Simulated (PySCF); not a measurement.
## UHF on V⁺ (vanadium, charge +1)

Configuration: [Ar] 3d4, high-spin 5D determinant. Calculation: PySCF 2.14, in cc-pVQZ; no relativity, point nucleus.

```json
{
 "Total energy": "-942.675770 hartree",
 "One-electron energy": "-1292.4881 hartree",
 "Hartree (Coulomb) energy": "394.1531 hartree",
 "Exchange energy": "-44.3408 hartree",
 "Kinetic energy": "942.61781 hartree",
 "⟨S²⟩": "6.0012",
 "⟨L²⟩": "6.022",
 "Sum of ⟨r⟩": "16.37 bohr",
 "Sum of ⟨r²⟩": "21.59 bohr²",
 "Traceless quadrupole moment −½Σ⟨3z² − r²⟩ along its main axis": "-0.851 e·bohr²",
 "Density at the nucleus (Gaussians lack the cusp)": "8140 bohr⁻³",
 "Spin density at the nucleus": "-0.974 bohr⁻³",
 "Langevin diamagnetic susceptibility": "-17.1 ×10⁻⁶ cm³/mol"
}
```

```
shell  electrons  mean orbital energy (eV)  spread (eV)  rms radius, mean of both spins (bohr)
 1s β          1                   -5485.3            0                                 0.0776
 1s α          1                   -5485.2            0                                 0.0776
 2s α          1                   -651.76            0                                  0.335
 2s β          1                   -649.94            0                                  0.335
 2p α          3                   -547.10        0.035                                  0.304
 2p β          3                   -545.28        0.571                                  0.304
 3s α          1                   -91.684            0                                   1.04
 3s β          1                   -84.851            0                                   1.04
 3p α          3                   -61.421        1.070                                   1.13
 3p β          3                   -52.898        1.636                                   1.13
 3d α          4                   -15.957        1.542                                   1.66
```

Spin-orbit constants ζ (cm⁻¹) from the X2C one-electron operator on these orbitals (non-relativistic here): bare nucleus, nucleus screened by l(l+1)(2l+1)/3 electrons, and screened by the Breit-Pauli mean field of the electrons.

```csv
shell,bare,screened nucleus,mean field
2p,39490,36050,n/a
3p,4288,3915,n/a
3d,316.8,179.1,n/a
```

To first order the Landé constant is A = 44.77 cm⁻¹, so the lowest level has J = 0 and lies 0.0333 eV below the centre of the term. This holds in LS coupling only.
